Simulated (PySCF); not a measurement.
Species: C8H9P.
Cartesian coordinates in Å at the GFN2-xTB level; atoms count from 1:
```
atom  x, y, z in Å
C1     2.251   -0.650   -0.075
C2     2.192    0.668   -0.496
C3     0.971    1.313   -0.605
C4    -0.190    0.632   -0.284
C5    -0.130   -0.692    0.140
C6     1.090   -1.335    0.244
C7    -1.462   -1.313    0.444
P8    -2.650    0.105    0.694
C9    -1.575    1.202   -0.366
H10    3.206   -1.146    0.011
H11    3.102    1.197   -0.738
H12    0.923    2.342   -0.932
H13    1.134   -2.363    0.575
H14   -1.806   -1.914   -0.406
H15   -1.440   -1.965    1.320
H16   -2.053    0.519    1.897
H17   -1.631    2.242   -0.037
H18   -1.943    1.163   -1.398
```

Definitions: NICS(0) = −σiso at the ring centroid; NICS(1) = −σiso and NICS(1)zz = −σzz at ±1 Å along the ring normal z. Level: GIAO PBE0/pcSseg-1 (PySCF, non-relativistic, gas phase) on the GFN2-xTB geometry, one conformer.

Ring bond lengths (Å), with Mayer bond orders in brackets: C1–C2 1.384 (1.44), C2–C3 1.386 (1.44), C3–C4 1.383 (1.44), C4–C5 1.392 (1.35), C5–C6 1.383 (1.44), C6–C1 1.386 (1.44); C4–C5 1.392 (1.35), C5–C7 1.500 (1.03), C7–P8 1.867 (0.98), P8–C9 1.867 (0.98), C9–C4 1.500 (1.03).

**Question.** Give the NICS values of each ring in ppm.

**Answer.** 
```tsv
ring	type	NICS(0)	NICS(1), two faces	NICS(1)zz, two faces	rms pucker (Å)	centre to ring atoms, mean (Å)
C1–C2–C3–C4–C5–C6	6-membered carbocycle; formal bonds all aromatic	-8.4	-11.3 / -11.0	-27.8 / -27.1	0.00	1.39
C4–C5–C7–P8–C9	5-membered ring with P; formal bonds 1 aromatic, 4 single	-1.2	-3.3 / -2.2	1.3 / 0.1	0.15	1.36
```

**Question.** What can be read from them?

**Answer.** 
- C1–C2–C3–C4–C5–C6: mean NICS(1)zz -27.4 ppm, shielded. For a flat ring without four-coordinate atoms the NICS criterion counts such a value as aromatic, though in fused rings the probe also feels the neighbouring ring.
- C4–C5–C7–P8–C9: mean NICS(1)zz 0.7 ppm, near zero. C7, C9 have four or more neighbours; no verdict on aromaticity is drawn.

**Question.** And the bond-length index? HOMA = 1 − mean of α(R − Ropt)² over the ring bonds, with Krygowski's 1993 parameters (CC: Ropt 1.388 Å, α 257.7 Å⁻²).

**Answer.** 
- C1–C2–C3–C4–C5–C6: HOMA 1.00 = 1 − EN − GEO, with mean bond length 1.386 Å, EN = α(Ropt − mean)² = 0.001 and GEO = α × variance = 0.002. The geometric and the magnetic index point the same way.

**Question.** What is the mean of the two in-plane components of NICS at the second NICS(1) probe listed for ring C1–C2–C3–C4–C5–C6, 1 Å off the ring?

**Answer.** The isotropic value is a third of the trace: (3 × -11.0 − (-27.1))/2 = -2.9 ppm.

**Question.** How shielded are the nuclei of the rings and their hydrogens (means over atoms taken as equivalent)?

**Answer.** 
| atoms | environment | σ isotropic (ppm) | principal values of the symmetric part, first atom (ppm) |
| --- | --- | --- | --- |
| C1 (×2) | aromatic CH carbon | 55.5 | -52.1, 41.9, 176.7 |
| C3 (×2) | aromatic CH carbon | 55.9 | -45.7, 45.0, 168.6 |
| C4 (×2) | substituted aromatic carbon | 37.3 | -57.3, 18.8, 150.6 |
| C7 (×2) | sp3 carbon bound to phosphorus | 153.6 | 123.1, 157.3, 180.4 |
| P8 | phosphine phosphorus | 384.9 | 268.7, 428.7, 457.3 |
| H10 (×2) | aromatic hydrogen | 24.30 | 20.8, 25.3, 26.9 |
| H12 (×2) | aromatic hydrogen | 24.10 | 19.9, 23.8, 28.6 |
| H14 (×4) | methylene hydrogen | 28.58 | 23.2, 27.3, 34.8 |
| H16 | P–H hydrogen | 28.27 | 24.5, 26.6, 33.6 |
